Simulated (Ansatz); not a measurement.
Coupled-cluster run, F5HMoO (`[OH][Mo]([F])([F])([F])([F])[F]`).

```yaml
crystal:
  periodic: [false, false, false]
  atoms:
    - {symbol: O, position_ang: [-0.802804, 0.609526, -1.150204]}
    - {symbol: Mo, position_ang: [0.130340, -0.009592, 0.284743]}
    - {symbol: F, position_ang: [-1.353988, -0.736479, 1.068169]}
    - {symbol: F, position_ang: [1.112184, -0.878400, 1.556251]}
    - {symbol: F, position_ang: [0.414386, -1.520645, -0.731443]}
    - {symbol: F, position_ang: [-0.155968, 1.488409, 1.281160]}
    - {symbol: F, position_ang: [1.699181, 0.743097, -0.278734]}
    - {symbol: H, position_ang: [-1.043321, 0.304094, -2.029931]}
basis:
  gaussian: {orbitals: def2-TZVPP}
correlation: {method: ccsd_t}
output: {orbitals: {seedname: orbitals}}
```

```sh
$ ansatz run in.yaml --threads 4 --pin off --events-out ev --progress --plain --max-ram 11315MiB
```

The program prints (abridged):

```
Functional definition: HF
1733 factors; integrals over basis functions are off by at most 4.8e-4 eV
mean field evaluation 1: about -17415.7361 eV, gradient 9.2e1 eV
mean field evaluation 2: about -17416.0248 eV, gradient 9.3e1 eV
mean field evaluation 4: about -17429.6495 eV, gradient 8.4e0 eV
mean field evaluation 8: about -17429.8226 eV, gradient 1.5e0 eV
mean field evaluation 16: about -17429.8275 eV, gradient 5.9e-6 eV
mean field -17429.82746951 eV, -640.5343451432 hartree, gradient 5.9e-6 eV, S^2 0.000000; 0 other end points of the search recorded, 0 dependent functions left out
6 core orbitals not correlated: weight in the atoms' cores, before any rotation towards them, 1.000 or more for the frozen orbitals, at most 0.000 for the correlated occupied ones
reference -17429.82746951 eV, -640.5343451432 hartree; 28, 28 occupied and 222, 222 virtual orbitals, 1733 factors
second order -57.35465503 eV of doubles, -0.00000000 eV of singles
cycle   1  -52.73311199 eV  change     4.6e0 eV  update   3.5e-1
cycle   2  -55.14176506 eV  change    -2.4e0 eV  update   2.5e-1
cycle   3  -55.57510240 eV  change   -4.3e-1 eV  update   5.8e-2
cycle   4  -55.56242582 eV  change    1.3e-2 eV  update   2.6e-2
cycle   5  -55.52405017 eV  change    3.8e-2 eV  update   7.4e-3
cycle   6  -55.51711495 eV  change    6.9e-3 eV  update   3.1e-3
cycle   7  -55.52115517 eV  change   -4.0e-3 eV  update   1.9e-3
cycle   8  -55.52128194 eV  change   -1.3e-4 eV  update   6.5e-4
cycle   9  -55.52091059 eV  change    3.7e-4 eV  update   3.3e-4
cycle  10  -55.52151391 eV  change   -6.0e-4 eV  update   1.9e-4
cycle  11  -55.52138865 eV  change    1.3e-4 eV  update   9.2e-5
cycle  12  -55.52119791 eV  change    1.9e-4 eV  update   4.1e-5
cycle  13  -55.52126620 eV  change   -6.8e-5 eV  update   1.8e-5
perturbative correction -2.67718488 eV, -0.0983847297 hartree
Total energy: -17488.02592060 eV, -642.6730987722 hartree
```

Run time 16 min (4 threads of an Intel Xeon on a shared host); peak host memory 7.7 GiB.

Correlation energy per correlated electron: -1.039 eV. T1 diagnostic: 0.0247.
